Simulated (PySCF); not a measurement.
**Al (aluminium, neutral): UHF calculation**

Configuration: [Ne] 3s2 3p1, 2P determinant. Calculation: PySCF 2.14, in x2c-TZVPall; the spin-free X2C one-electron Hamiltonian (Gaussian nucleus).

```json
{
  "Total energy": "-242.310065 hartree",
  "One-electron energy": "-337.2421 hartree",
  "Hartree (Coulomb) energy": "113.0769 hartree",
  "Exchange energy": "-18.1448 hartree",
  "⟨S²⟩": "0.7698",
  "⟨L²⟩": "2.060",
  "Sum of ⟨r⟩": "13.66 bohr",
  "Sum of ⟨r²⟩": "32.94 bohr²",
  "Traceless quadrupole moment −½Σ⟨3z² − r²⟩ along its main axis": "-5.60 e·bohr²",
  "Langevin diamagnetic susceptibility": "-26.1 ×10⁻⁶ cm³/mol",
  "Time after the integrals": "0.08 s of wall time on 1 thread of Neoverse-V2 (shared host)"
}
```

| shell | electrons | mean orbital energy (hartree) | spread (hartree) | rms radius, mean of both spins (bohr) |
| --- | --- | --- | --- | --- |
| 1s α | 1 | -58.61764 | 0 | 0.139 |
| 1s β | 1 | -58.61444 | 0 | 0.139 |
| 2s α | 1 | -4.92790 | 0 | 0.676 |
| 2s β | 1 | -4.92429 | 0 | 0.676 |
| 2p α | 3 | -3.21798 | 0.00731 | 0.674 |
| 2p β | 3 | -3.21079 | 0.00926 | 0.674 |
| 3s α | 1 | -0.42606 | 0 | 2.81 |
| 3s β | 1 | -0.36402 | 0 | 2.81 |
| 3p α | 1 | -0.21736 | 0 | 3.67 |

Densities and radii are taken from the X2C orbitals without a picture-change correction, which distorts them close to the nucleus.
